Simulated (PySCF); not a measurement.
6H-1,3-oxazine (C4H5NO), SMILES C1=CN=COC1.

Coordinates come from a B3LYP-D3(BJ)/def2-SVP optimisation. The geometry has at least one imaginary mode, so it is a saddle point at that level. Other conformers were not sampled.

All values below come from SMD-ωB97X/6-31G* (PySCF).

Solvation free energies are E(SMD) − E(gas) at the gas-phase geometry, for 1 M in both phases. In vacuum the dipole moment is 2.11 D.

Computed solvation free energies in water, diethylether, chloroform:
```
solvent       ΔG(solv) (kcal/mol)  its non-electrostatic (CDS) part  dipole (D)
------------  -------------------  --------------------------------  ----------
water                        -4.7                               2.1        2.90
diethylether                 -5.0                              -1.0        2.63
chloroform                   -4.9                              -0.5        2.66
```
